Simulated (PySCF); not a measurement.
Several orderings of computed values.

Species are written as SMILES; each is one conformer at its optimised geometry, gas phase, non-relativistic unless stated; the electronic structure was computed with PySCF and density fitting.

Dipoles, sizes and rotational constants follow the conformer. The torsions of the flexible species, by atom-mapped SMILES:
- `[CH3:1][CH2:2][GeH2:3][NH:4][GeH3:5]`: C1–C2–Ge3–N4 55°, C2–Ge3–N4–Ge5 69°
- `[CH3:1][S:2][GeH:3]1[CH2:4][CH2:5][CH2:6]1`: C1–S2–Ge3–C4 173°
- `[CH:1]#[C:2][P@@:3]([CH3:4])(=[O:5])[C:6]([CH3:7])=[O:8]`: C2–P3–C6–C7 -95°
- `[CH2:1]=[CH:2][O:3][C:4](=[O:5])[CH2:6][O:7][GeH3:8]`: C1–C2–O3–C4 0°, C2–O3–C4–O5 0°, O3–C4–C6–O7 180°, C4–C6–O7–Ge8 -3°

(1) Rank by lowest singlet excitation, lowest first (TDDFT PBE0/def2-SVPD at PBE0-D3(BJ)/def2-SVP geometries).
A. `C=CC#CC#CC#N`
B. `C[S][GeH]1[CH2]C[CH2]1`
C. `[NH]([GeH3])[GeH2][CH2]C`
D. `B[SiH3]`

(2) By how much do the two ends of that ranking differ?

(3) Rank by dipole moment, lowest first (PBE0/def2-SVPD at PBE0-D3(BJ)/def2-SVP geometries).
A. `C[CH2][GeH2][NH][GeH3]`
B. `B[SiH3]`
C. `C=CC#CC#CC#N`
D. `C#C[P@@](C)(=O)C(C)=O`

(4) Rank by HOMO–LUMO gap, lowest first (PBE0/def2-SVPD at PBE0-D3(BJ)/def2-SVP geometries).
A. `C=CC#CC#CC#N`
B. `C#C[P@@](C)(=O)C(C)=O`
C. `C[CH2][GeH2][NH][GeH3]`
D. `C[S][GeH]1[CH2]C[CH2]1`
E. `B[SiH3]`

(5) Rank by electronic spatial extent ⟨r²⟩ about the centre of nuclear charge, lowest first (PBE0/def2-SVPD at PBE0-D3(BJ)/def2-SVP geometries).
A. `C=CC#CC#CC#N`
B. `C[CH2][GeH2][NH][GeH3]`
C. `C#C[P@@](C)(=O)C(C)=O`
D. `B[SiH3]`
E. `[GeH]1([CH2]C[CH2]1)[S]C`
F. `C=COC(=O)C[O][GeH3]`

(6) Give the two extremes of that set in Å².

(7) Rank by HOMO energy, highest first (PBE0/def2-SVPD at PBE0-D3(BJ)/def2-SVP geometries).
A. `O(C(=O)C[O][GeH3])C=C`
B. `C[CH2][GeH2][NH][GeH3]`
C. `[S]([GeH]1[CH2]C[CH2]1)C`
D. `C#C[P@@](C)(=O)C(C)=O`
E. `B[SiH3]`
F. `C=CC#CC#CC#N`

(8) Rank by lowest triplet excitation (Tamm–Dancoff), lowest first (TDA PBE0/def2-SVPD at PBE0-D3(BJ)/def2-SVP geometries).
A. `C#C[P@@](C)(=O)C(C)=O`
B. `C(#N)C#CC#CC=C`
C. `C[CH2][GeH2][NH][GeH3]`
D. `B[SiH3]`
E. `C[S][GeH]1[CH2]C[CH2]1`

Answers

(1) A (3.59 eV), D (4.24 eV), B (5.23 eV), C (5.56 eV).

(2) By 1.97 eV, between `C[CH2][GeH2][NH][GeH3]` and `C=CC#CC#CC#N`.

(3) B (0.33 D), A (0.90 D), D (2.38 D), C (6.22 D).

(4) A (4.73 eV), B (5.40 eV), E (6.01 eV), D (6.61 eV), C (6.87 eV).

(5) D (178 bohr²), C (1105 bohr²), E (1178 bohr²), B (1449 bohr²), A (1829 bohr²), F (1848 bohr²).

(6) `B[SiH3]`: 50 Å²; `C=COC(=O)C[O][GeH3]`: 517 Å².

(7) C (-6.60 eV), B (-6.83 eV), D (-7.27 eV), F (-7.52 eV), A (-7.67 eV), E (-8.49 eV).

(8) B (2.56 eV), A (2.95 eV), D (3.30 eV), E (4.85 eV), C (5.19 eV).
